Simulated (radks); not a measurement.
Results of a calculation; reference values are marked as such.
Task: The mean radii <r> (bohr) of the occupied orbitals of an atom or ion are listed with their occupations. Level of theory: non-relativistic Kohn-Sham, exchange-only LDA, spin-polarised, spherical densities, point nucleus (a radial shooting solver on a logarithmic mesh with Libxc functionals).

orbital  occ.     <r>
1s          2  0.3291

Name the element and its charge. Open shells, if any, are filled with parallel spins first.

Result: Z = 5, boron, charge +3: B3+ in [He]. The 1s radius gives Z: for a bare nucleus <r> = 1.5/Z, 0.3 bohr for Z = 5, and screening makes it slightly larger (0.3291 here). The occupations add up to 2, and the charge is Z minus that.
